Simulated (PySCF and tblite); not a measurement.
The numbers below are computed, except where a source is named.
Molecule: 2,2-dimethylpyrrolidine, C6H13N, numbered as in [CH3:1][C:2]1([CH3:3])[CH2:4][CH2:5][CH2:6][NH:7]1; H named by carrier, a and b as here (phase angle P 216°, Å):

```
C1      -1.771    0.713    0.603
C2      -0.566    0.085   -0.093
C3      -0.937   -0.271   -1.535
C4       0.678    1.021   -0.065
C5       1.838    0.149    0.435
C6       1.261   -1.278    0.398
N7      -0.170   -1.143    0.601
H1a     -2.596    0.006    0.628
H1b     -2.093    1.606    0.072
H1c     -1.523    0.991    1.626
H3a     -1.237    0.621   -2.080
H3b     -1.760   -0.981   -1.538
H3c     -0.093   -0.724   -2.047
H4a      0.878    1.411   -1.062
H4b      0.508    1.869    0.598
H5a      2.104    0.415    1.460
H5b      2.729    0.243   -0.182
H6a      1.426   -1.724   -0.587
H6b      1.699   -1.935    1.148
H7      -0.361   -1.040    1.593
```

The ring 2–4–5–6–7 is held at Altona–Sundaralingam phase angles P (ν_j = ν_max cos(P + 144°(j − 2)), ν_j about the bond from ring atom j to j + 1, counted from 0) and the rest relaxed at GFN2-xTB. Energies: PBE0/pcSseg-1 + D3(BJ). Couplings: B3LYP/6-31G* with H pcJ-1, gas phase, for ¹H. (tblite 0.8, PySCF 2.14.)

One held structure gave ³J(H6a,H7) = 7.8, ³J(H4a,H5a) = 0.3, ³J(H4b,H5b) = 11.9, ³J(H5a,H6a) = 2.5, ³J(H5b,H6b) = 7.1, ³J(H5a,H6b) = 11.0, ³J(H6b,H7) = 13.1, ³J(H4b,H5a) = 10.6 Hz.

**Question.** At which phase angle P was it held?
A. 0°
B. 144°
C. 216°
D. 288°
E. 72°

**Answer.** D. It lies 0.32 kcal/mol above the lowest point.
